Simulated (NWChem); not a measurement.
# Si2H3, doublet; SMILES [Si][SiH3]

```xyz
5

Si    -0.0102    -1.3578     0.0000
Si    -0.0100     1.0239     0.0000
H     -0.5944     1.6835     1.2134
H      1.4711     1.3072     0.0000
H     -0.5944     1.6835    -1.2134
```
Atoms are numbered in this order, from 1.

All runs: NWChem. Spin-unrestricted. In the optimisation the excess spin sits in a" (Cs, its own frame). Geometry: optimised at PBE0/def2-SVP, spin-unrestricted. No stability test was run on the SCF state. Total energies compare along this basis series because the functional is fixed.

```tsv
level	basis functions	energy (Ha)	highest occupied level (eV)	lowest empty minus highest occupied level, either spin (eV)	dipole (D)	<S²>
TPSS/pcseg-1	51	-580.7106	-4.87	0.59	0.24	0.754
TPSS/aug-pcseg-1	81	-580.7122	-4.89	0.59	0.23	0.755
TPSS/pcseg-2	110	-580.7602	-4.89	0.62	0.25	0.755
TPSS/STO-3G	21	-573.9634	-0.42	0.55	1.25	0.751
TPSS/def2-SVP	51	-580.5499	-4.89	0.61	0.21	0.755
```
